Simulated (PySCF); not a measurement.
**As²⁺: ionisation energy**

As²⁺ [Ar] 3d10 4s2 4p1 (2P) → As³⁺ [Ar] 3d10 4s2 (1S), as a difference of total energies. Computed with PySCF 2.14 in aug-cc-pVTZ-PP with one added diffuse shell each of s, d, f type with ECP10MDF (7s5p5d3f, 68 functions), with a scalar-relativistic core potential. Correlated levels: valence: 3s2 3p6 3d10 frozen. The calculations carry no spin-orbit coupling.

```tsv
method	ionisation energy (eV)
UHF	27.481
LDA	28.133
PBE	27.974
PBE0	28.032
r2SCAN	28.262
BP86	28.127
PBEsol	27.976
B3LYP	28.117
M06-L	27.799
MP2 (valence)	27.742
SCS-MP2 (valence)	27.732
```

**Question.** How much does correlation contribute at MP2 (valence)?

**Answer.** 27.742 − (27.481) = 0.261 eV, measured against UHF.

The reference lies between the lowest fine-structure levels, while these numbers refer to the centres of the terms.

Errors of the correlated levels include the incompleteness of this basis and the frozen core.

For comparison: 28.349 ± 0.012 eV (measured; NIST Atomic Spectra Database, ionization energies).
